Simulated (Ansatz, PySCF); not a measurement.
Stretching the Sb1–H2 bond in ClH2Sb (SMILES [Cl][SbH2]) (multiplicity 1 held, fragments rigid). Energies count from the point at 1.719 Å.
Geometry at that point (charge 0, multiplicity 1):
| atom | x (Å) | y (Å) | z (Å) |
|---|---|---|---|
| Sb | -0.3356 | -0.3430 | 0.3187 |
| H | -0.0005 | -1.7012 | -0.6794 |
| H | -1.7192 | 0.0248 | -0.6320 |
| Cl | 1.1081 | 1.1276 | -0.8788 |

R- and RO- levels are restricted; in cc, def2 and unpolarised 6-31G sets they are followed outwards from rest. U- levels take the lowest unrestricted solution at each point, which mixes spins at long bonds. Active spaces are followed from a long bond inwards. Levels need not reach the same state.

Cores are frozen in the correlated methods. Filled d and f shells under p-block atoms count as core. Rows in LANL2DZ carry no dispersion term and start afresh at each structure. LANL2DZ brings its own core potentials from Na on.

Run with Ansatz (Gaussian orbitals); PySCF for LANL2DZ rows. Each number belongs to the level named beside it. In def2 rows elements past Kr take small-core potentials, without spin–orbit coupling.

Energies in kJ/mol.

```tsv
R (Å)	R-PBE/def2-TZVPP	R-B3LYP/LANL2DZ	U-SCS-MP2/def2-TZVPP	R-CCSD/def2-TZVPP	FIC-MRCISD+Q on CASSCF(2,2)/def2-TZVPP
1.375	135	130	132	134	134
1.547	27	26	23	25	25
1.719	0	0	0	0	0
1.890	12	15	19	17	16
2.062	44	48	57	53	51
2.320	102	112	158	117	112
2.578	160	176	223	176	168
3.007	241	267	262	250	232
3.437	298	334	273	291	263
3.953	343	388	277	313	276
4.640	374	430	278	322	280
5.499	391	454	279	325	281
```

Doubts at one or more of the structures used: a restricted determinant that unrestricted orbitals would lower (R-PBE/def2-TZVPP, R-CCSD/def2-TZVPP); a spin-contaminated determinant (U-SCS-MP2/def2-TZVPP); other coupled-cluster roots lie near (R-CCSD/def2-TZVPP); T1 above 0.05 (R-CCSD/def2-TZVPP).

Ansatz is an electronic-structure program.
